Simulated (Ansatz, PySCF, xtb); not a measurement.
Gas-phase reaction in SMILES: C1CCCSCC1 + 7 [H][H] (H2) → 6 C (CH4) + S (H2S)
Each molecule is optimised on its own at B3LYP-D3(BJ)/def2-TZVP (Ansatz, a quantum-chemistry and plane-wave program), one conformer each, not searched for the lowest. Frequencies are from Ansatz or PySCF.

Quantity: energy of full hydrogenation (enthalpy at 298 K, with B3LYP-D3(BJ) rigid-rotor harmonic-oscillator terms), in eV. Valence correlation only, unless marked. Spin-orbit coupling is left out. No relativistic terms. Basis-set limits of correlation are two-point, X^-3; Hartree-Fock from the larger set. [CCSD(T)-MP2]/basis is that difference in the basis named.

| level | program | energy of full hydrogenation (eV) |
|---|---|---|
| GFN1-xTB | xtb | -7.05 |
| B97M-V/def2-TZVPD | Ansatz | (withheld) |
| PBE0-D3(BJ)/def2-TZVP | Ansatz + dftd3 | -4.23 |
| PBE0/def2-QZVPP | Ansatz | -4.63 |
| LC-wPBE-D4/def2-TZVPD | Ansatz + dftd4 | (withheld) |
| B2PLYP-D3(BJ)/def2-TZVPD | Ansatz + dftd3 | -4.23 |
| SCS-MP2/STO-3G | Ansatz | -3.25 |
| SCS-MP2/6-31G | Ansatz | -4.08 |
| SCS-MP2/cc-pV(D+d)Z | Ansatz | -4.26 |
| CCSD/STO-3G | Ansatz | -2.92 |
| CCSD/cc-pV(T+d)Z | Ansatz | (withheld) |
| RI-MP2/CBS(aug-cc-pV(T+d)Z,aug-cc-pV(Q+d)Z)+[CCSD(T)-MP2]/aug-cc-pV(T+d)Z | Ansatz | -4.17 |

Question: Some entries are withheld; supply them.

Answer: 
- B97M-V/def2-TZVPD, energy of full hydrogenation (eV): -4.70
- LC-wPBE-D4/def2-TZVPD, energy of full hydrogenation (eV): -4.15
- CCSD/cc-pV(T+d)Z, energy of full hydrogenation (eV): -4.59
